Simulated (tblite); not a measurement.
Compound: C7H7ClO.
Z-matrix (Å and degrees, GFN2-xTB geometry), rows numbered from 1:
```
C 
O   1  1.4070
C   2  1.3507  1  115.99
C   3  1.3519  2  131.35  1     0.16
C   4  1.4501  3  108.29  2  -179.96
C   5  1.3460  4  109.93  3     0.10
C   6  1.4571  5  108.03  4    -0.11
C   7  1.3382  3  128.90  2    -0.17
Cl  8  1.6997  7  124.48  3    -0.05
H   1  1.0884  2  106.32  3   179.45
H   1  1.0946  2  111.03  3   -61.34
H   1  1.0946  2  111.09  3    60.25
H   4  1.0732  3  127.87  2    -0.07
H   5  1.0748  4  123.33  3  -179.88
H   6  1.0722  5  128.22  4   179.89
H   8  1.0811  7  121.40  3   179.96
```

Computed values, GFN2-xTB/tblite, gas phase, harmonic and unscaled. Errors from tens to a few hundred cm⁻¹ against measured bands are possible. One conformer, not necessarily the lowest.

Harmonic wavenumbers (cm⁻¹): 91.1, 105.1, 112.3, 193.3, 234.5, 262.1, 328.2, 335.3, 474.7, 528.7, 610.2, 642.4, 743.2, 774.5, 784.6, 796.7, 809.5, 856.0, 867.9, 1022.3, 1064.7, 1089.6, 1123.9, 1128.1, 1156.5, 1201.2, 1220.3, 1299.2, 1316.5, 1399.8, 1462.9, 1479.4, 1550.9, 1622.4, 1644.8, 2934.2, 2950.2, 3032.0, 3054.0, 3134.2, 3153.8, 3162.2.

A = 1898, B = 1249, C = 756.9 MHz; mass 142.019 u (most abundant isotopes); point group Cs, symmetry number 1.

Problem. What is the zero-point energy?

Solution. ½Σν̃ = 25877 cm⁻¹ = 73.98 kcal/mol.

Problem. Entropy at 400 K, 1 bar (ideal gas, RRHO, classical rotation)?

Solution. Translation 42.25, rotation 30.45, vibration 31.54: S = 104.2 cal/(mol K).

Problem. And Cp and H(400 K) − H(0)?

Solution. Cp = 43.03 cal/(mol K), of which vibrations give 35.08 (their classical limit is 42 R = 83.5); H(400 K) − H(0) = 10.09 kcal/mol without the zero-point energy, 6.91 from vibrations.

Problem. What must be added to the electronic energy to get the Gibbs energy at 400 K and 1 bar?

Solution. ZPE + [H(400 K) − H(0)] − T·S = 73.98 + 10.09 − 41.70 = 42.37 kcal/mol.

Problem. Which modes carry the vibrational entropy at 400 K?

Solution. 91.1 cm⁻¹: 4.21; 105.1 cm⁻¹: 3.93; 112.3 cm⁻¹: 3.80; 193.3 cm⁻¹: 2.75; 234.5 cm⁻¹: 2.38; 262.1 cm⁻¹: 2.18 cal/(mol K); the other 36 give 12.29 together.

Problem. Blend soft modes into free rotors: weight 1/[1 + (100 cm⁻¹/ν̃)⁴] for the oscillator and the rest for a rotor with moment μB/(μ + B), μ = h/(8π²ν), B = 10⁻⁴⁴ kg m². What vibrational entropy results?

Solution. 30.28 cal/(mol K) in place of 31.54, which changes −T·S at 400 K by +0.51 kcal/mol.

Problem. How do the functions run with temperature in this model?

Solution. 
| T (K) | S (cal/(mol K)) | Cp (cal/(mol K)) | H − H(0) (kcal/mol) | G − H(0) (kcal/mol) | ln q(vib) |
| --- | --- | --- | --- | --- | --- |
| 100 | 67.1 | 16.5 | 1.15 | -5.56 | 0.93 |
| 200 | 81.2 | 25.2 | 3.24 | -13.00 | 2.91 |
| 300 | 93.1 | 34.3 | 6.21 | -21.73 | 5.02 |
| 500 | 114.7 | 50.3 | 14.77 | -42.56 | 9.35 |
| 800 | 141.8 | 64.9 | 32.28 | -81.17 | 15.71 |
| 1000 | 157.0 | 71.0 | 45.91 | -111.09 | 19.66 |

q(vib) and H(0) count from the zero-point level.

Hindered rotation and anharmonicity are outside this model. Other conformers, if any are populated, would add a mixing term that is left out.
